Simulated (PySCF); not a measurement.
A structure optimised at PBE-D3(BJ)/def2-SVP, used in a PySCF frequency run:

```xyz
7

Hf     0.0445     0.0158     0.0165
Cl     0.6985     1.9215    -1.1972
Cl     1.0964    -0.1605     2.1081
S      0.3943    -2.0148    -1.2634
H      0.1352    -1.3262    -2.4173
S     -2.3662     0.0752     0.3126
H     -2.3024     1.2824     0.9544
```

Problem. Write its SMILES and formula.

Solution. [SH][Hf]([SH])([Cl])[Cl], Cl₂H₂HfS₂

Problem. What are its rotational constants (standard atomic weights)?

Solution. 0.99168, 0.97659, 0.93079 GHz
